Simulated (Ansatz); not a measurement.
`[Cl][In]([Cl])[I]` + H₂Se → `[Cl][In]([Cl])[SeH]` + HI at 600 K and 1 bar (ligand exchange at the In–I bond).

Program: Ansatz. Geometries: PBE0-D4/def2-TZVP. ΔE: electronic, gas phase. CCSD(T)/CBS is the MP2 limit (def2-TZVPP, def2-QZVPP) plus CCSD(T) − MP2 in def2-TZVPP, frozen cores. def2 core potentials past Kr. For I, In, Se outer-core shells are correlated without core-valence functions, which leaves a few kJ/mol of doubt a bond. Scalar relativity is left out up to krypton. One conformer a species, not always the lowest.

```csv
species,CCSD(T)/CBS energy (Eh),H − E (kJ/mol),S (J/(mol·K))
`[Cl][In]([Cl])[I]`,-1406.96832,50.7,425.6
H₂Se,-2401.89790,57.0,244.8
`[Cl][In]([Cl])[SeH]`,-3510.81908,76.4,445.3
HI,-298.03592,31.6,227.0
```

H − E and S are ideal-gas, rigid-rotor, harmonic terms from PBE0-D4/def2-TZVP, for one conformer and one mirror image of each species. 1 Eh = 2625.50 kJ/mol, R = 8.31446 J/(mol·K).

Task: By hand: ΔE, ΔH, ΔS and ΔG.

Result: ΔE = (-3510.81908) + (-298.03592) − (-1406.96832) − (-2401.89790) = 0.01122 Eh = 29.5 kJ/mol. Δ(H − E) = 76.4 + 31.6 − 50.7 − 57.0 = 0.3, so ΔH = 29.8 kJ/mol. ΔS = 445.3 + 227.0 − 425.6 − 244.8 = 1.9 J/(mol·K). ΔG = 29.8 − 600 × (1.9)/1000 = 28.7 kJ/mol.

Task: By hand: the equilibrium constant, and the temperature at which ΔG would vanish if ΔH and ΔS stayed fixed.

Result: log₁₀ K = −ΔG/(RT ln 10) = -2.5. ΔG = 0 at ΔH/ΔS = 15684 K, far beyond where these terms or the molecules hold.

The number of gas molecules stays the same, so ΔS is small and ΔH decides. A doubt of 5 kJ/mol in ΔE shifts log₁₀ K by 0.4 here. Other conformers and mirror images would add mixing entropy, several J/(mol·K) or more a flexible species. These are equilibria of isolated gas molecules and say nothing of rates. Largest T1 diagnostic: 0.012 (customary marks: 0.02 for closed shells, 0.045 for open ones).
